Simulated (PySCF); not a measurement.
C₆H₁₀N₂Si.
Numbering: `[CH3:1][N:2]([CH3:3])[C@@H:4]1[CH:5]=[CH:6][Si@H:7]1[C:8]#[N:9]`

Cartesian coordinates in Å at the GFN2-xTB level; atoms count from 1:
```
atom  x, y, z in Å
C1    -1.8980   -1.2057   -0.1656
N2    -1.0038   -0.1925    0.3587
C3    -1.6570    1.0953    0.4200
C4     0.2412   -0.0997   -0.3829
C5     1.0639   -1.3655   -0.4282
C6     2.2084   -1.0789    0.1977
Si7    1.7057    0.6874    0.6253
C8     2.6327    2.0279   -0.2844
N9     3.1945    2.8542   -0.8453
H10   -1.4210   -2.1812   -0.0967
H11   -2.8026   -1.2247    0.4417
H12   -2.1832   -1.0210   -1.2137
H13   -1.9667    1.4628   -0.5716
H14   -2.5399    1.0180    1.0535
H15   -0.9750    1.8250    0.8559
H16    0.0671    0.2925   -1.4029
H17    0.7701   -2.2868   -0.9071
H18    3.0577   -1.7270    0.3396
H19    1.4960    1.1290    1.9986
```

Definitions: NICS(0) = −σiso at the ring centroid; NICS(1) = −σiso and NICS(1)zz = −σzz at ±1 Å along the ring normal z. Level: GIAO PBE0/pcSseg-1 (PySCF, non-relativistic, gas phase) on the GFN2-xTB geometry, one conformer.

Ring bond lengths (Å), with Mayer bond orders in brackets: C4–C5 1.510 (1.01), C5–C6 1.336 (1.81), C6–Si7 1.886 (0.94), Si7–C4 1.944 (0.87).

Task: Give the NICS values of each ring in ppm.

Result: 
```json
{"ring": "C4–C5–C6–Si7", "type": "4-membered ring with Si; formal bonds 1 double, 3 single", "NICS(0)": "1.1", "NICS(1), two faces": "-2.1 / -3.3", "NICS(1)zz, two faces": "3.9 / 1.3", "rms pucker (Å)": "0.01", "centre to ring atoms, mean (Å)": "1.17"}
```

Task: What do they say, and how far can they be read as aromaticity?

Result: 
- C4–C5–C6–Si7: mean NICS(1)zz 2.6 ppm, near zero. C4, Si7 have four or more neighbours, so the value isn't read as a sign of a π ring current.

Task: At the second NICS(1) probe listed for ring C4–C5–C6–Si7, 1 Å off the ring, what do the in-plane components average?

Result: The isotropic value is a third of the trace: (3 × -3.3 − (1.3))/2 = -5.6 ppm.

Task: How shielded are the nuclei of the rings and their hydrogens (means over atoms taken as equivalent)?

Result: 
| atoms | environment | σ isotropic (ppm) | principal values of the symmetric part, first atom (ppm) |
| --- | --- | --- | --- |
| C4 | sp3 carbon bound to nitrogen | 114.6 | 94.8, 103.3, 145.6 |
| C5 | alkene CH carbon | 17.6 | -107.8, 15.3, 145.2 |
| C6 | alkene CH carbon | 42.8 | -64.5, 34.3, 158.5 |
| Si7 | SiH silicon | 402.8 | 350.6, 408.2, 449.6 |
| H16 | methine hydrogen | 28.67 | 26.4, 27.8, 31.7 |
| H17 | vinylic hydrogen | 24.02 | 22.1, 23.3, 26.6 |
| H18 | vinylic hydrogen | 25.35 | 24.2, 24.8, 27.0 |
| H19 | Si–H hydrogen | 26.83 | 23.7, 25.7, 31.1 |

Hardware: one thread of an Arm Neoverse N1, shared host. Cost: 71 s of wall time, 0.94 GiB resident at most. This is the whole shielding run at PBE0/pcSseg-1, SCF included.
